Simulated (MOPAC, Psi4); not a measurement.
Torsional profile of CH₅Cl₃GeSi, SMILES Cl[Si](Cl)(Cl)[CH2][GeH3]. Scanned: dihedral Cl1–Si2–C5–Ge6; all other coordinates were relaxed at GFN2-xTB. Heavy atoms are numbered in the order of the SMILES Cl[Si](Cl)(Cl)[CH2][GeH3], hydrogens after them in the order of the atoms that carry them; the mirror image has the same energies with the sign of each dihedral reversed.

- PM7, restricted, heats of formation // GFN2-xTB (MOPAC)
- PBE0/def2-TZVP // GFN2-xTB (Psi4)
- PBE-D3(BJ)/def2-TZVP // GFN2-xTB (Psi4)
- MP2/cc-pVTZ = Psi4 with DF-MP2 (frozen core)/cc-pVTZ // GFN2-xTB

Energies relative to the lowest point of each profile, in kcal/mol:

```csv
φ / °,PM7,PBE0/def2-TZVP,PBE-D3(BJ)/def2-TZVP
0,0.49,2.00,2.02
10,0.42,1.86,1.88
20,0.26,1.47,1.48
30,0.07,0.91,0.92
40,0.00,0.37,0.37
50,0.03,0.07,0.07
60,0.06,0.00,0.00
70,0.04,0.10,0.10
80,0.00,0.47,0.47
90,0.10,1.04,1.04
100,0.28,1.55,1.57
110,0.44,1.90,1.92
```

Task: Estimate the MP2/cc-pVTZ values at these points.

Result: 0: 2.32; 10: 2.15; 20: 1.66; 30: 1.00; 40: 0.39; 50: 0.07; 60: 0.00; 70: 0.10; 80: 0.49; 90: 1.14; 100: 1.76; 110: 2.19 (kcal/mol).
